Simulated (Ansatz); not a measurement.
Input file for CH$_{6}$AlBOSi, SMILES `[BH]1C[SiH2][O][AlH]1`:

```yaml
crystal:
  periodic: [false, false, false]
  atoms:
    - {symbol: B, position_ang: [-1.421281, -0.272510, 0.180013]}
    - {symbol: C, position_ang: [-0.157071, -0.652275, 0.989977]}
    - {symbol: Si, position_ang: [1.212132, 0.499047, 0.320546]}
    - {symbol: O, position_ang: [0.918173, 0.592846, -1.292745]}
    - {symbol: Al, position_ang: [-0.685319, 0.162029, -1.785312]}
    - {symbol: H, position_ang: [-2.470398, -0.053854, 0.715211]}
    - {symbol: H, position_ang: [-0.231694, -0.722186, 2.077235]}
    - {symbol: H, position_ang: [0.252982, -1.599287, 0.600006]}
    - {symbol: H, position_ang: [2.560157, -0.070869, 0.579514]}
    - {symbol: H, position_ang: [1.138093, 1.839860, 0.961731]}
    - {symbol: H, position_ang: [-1.050473, 0.220099, -3.325476]}
basis:
  gaussian: {orbitals: def2-TZVPP}
correlation: {method: ccsd_t}
```

```sh
$ ansatz run in.yaml --threads 4 --pin off --events-out ev --progress --plain --max-ram 10444MiB
```

The program prints (abridged):

```
Functional definition: HF
1529 factors; integrals over basis functions are off by at most 1.6e-3 eV
mean field evaluation 1: about -18277.7419 eV, gradient 4.9e1 eV
mean field evaluation 2: about -18278.0020 eV, gradient 4.9e1 eV
mean field evaluation 4: about -18283.3769 eV, gradient 5.0e0 eV
mean field evaluation 8: about -18283.4855 eV, gradient 3.0e-1 eV
mean field evaluation 16: about -18283.4864 eV, gradient 2.2e-6 eV
mean field -18283.48638860 eV, -671.9057317890 hartree, gradient 2.2e-6 eV, S^2 0.000000; 0 other end points of the search recorded, 0 dependent functions left out
13 core orbitals not correlated: weight in the atoms' cores, before any rotation towards them, 1.000 or more for the frozen orbitals, at most 0.000 for the correlated occupied ones
reference -18283.48638860 eV, -671.9057317890 hartree; 13, 13 occupied and 235, 235 virtual orbitals, 1529 factors
second order -18.94322815 eV of doubles, -0.00000000 eV of singles
cycle   1  -19.55881006 eV  change   -6.2e-1 eV  update   1.1e-1
cycle   2  -20.09270953 eV  change   -5.3e-1 eV  update   3.4e-2
cycle   3  -20.22739189 eV  change   -1.3e-1 eV  update   1.9e-2
cycle   4  -20.21654246 eV  change    1.1e-2 eV  update   5.1e-3
cycle   5  -20.21358394 eV  change    3.0e-3 eV  update   2.7e-3
cycle   6  -20.21439730 eV  change   -8.1e-4 eV  update   9.5e-4
cycle   7  -20.21399043 eV  change    4.1e-4 eV  update   4.4e-4
cycle   8  -20.21391927 eV  change    7.1e-5 eV  update   1.6e-4
cycle   9  -20.21400765 eV  change   -8.8e-5 eV  update   6.8e-5
cycle  10  -20.21399777 eV  change    9.9e-6 eV  update   2.6e-5
perturbative correction -0.80139076 eV, -0.0294505673 hartree
Total energy: -18304.50177714 eV, -672.6780330729 hartree
```

Run time 2 min (4 threads of an Arm Neoverse V2 on a shared host); peak host memory 5.8 GiB.

Correlation energy per correlated electron: -0.808 eV. T1 diagnostic: 0.0139.
